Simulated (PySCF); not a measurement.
H₅NOSiTe, SMILES [Te](N)O[SiH3].

The structure is a stationary point at PBE-D3(BJ)/def2-SVP. This is a generated structure with no PubChem entry under its InChIKey; it may be hypothetical. The def2 effective core potentials stand for the cores of Te; spin–orbit coupling is left out. Other conformers were not sampled.

Computed with PySCF with PBE-D3(BJ)/def2-SVP.

Frequencies are harmonic and unscaled.

```tsv
mode	ν (cm⁻¹)	IR (km/mol)	moving atoms (share of kinetic energy)
1	58	0.3	N 35 %, H 26 %, O 19 %, Si 16 %
2	101	0.5	H 77 %, N 12 %
3	129	0.2	Si 39 %, H 24 %, O 23 %, Te 14 %
4	194	13.4	O 44 %, N 25 %, H 19 %, Te 11 %
5	431	47.1	H 79 %, O 8 %
6	455	177.4	H 35 %, O 32 %, N 21 %, Te 9 %
7	477	77.0	H 34 %, N 34 %, O 24 %
8	667	23.4	H 53 %, N 37 %
9	691	53.3	H 77 %
10	699	41.0	H 76 %, O 13 %, Si 10 %
11	853	245.5	O 70 %, Si 27 %
12	878	2.0	H 93 %
13	900	61.6	H 96 %
14	912	101.1	H 96 %
15	953	244.2	H 92 %
16	1485	13.5	H 92 %, N 8 %
17	2124	110.8	H 97 %
18	2146	119.4	H 97 %
19	2174	137.6	H 97 %
20	3434	18.1	H 96 %
21	3550	33.1	H 91 %, N 9 %
```
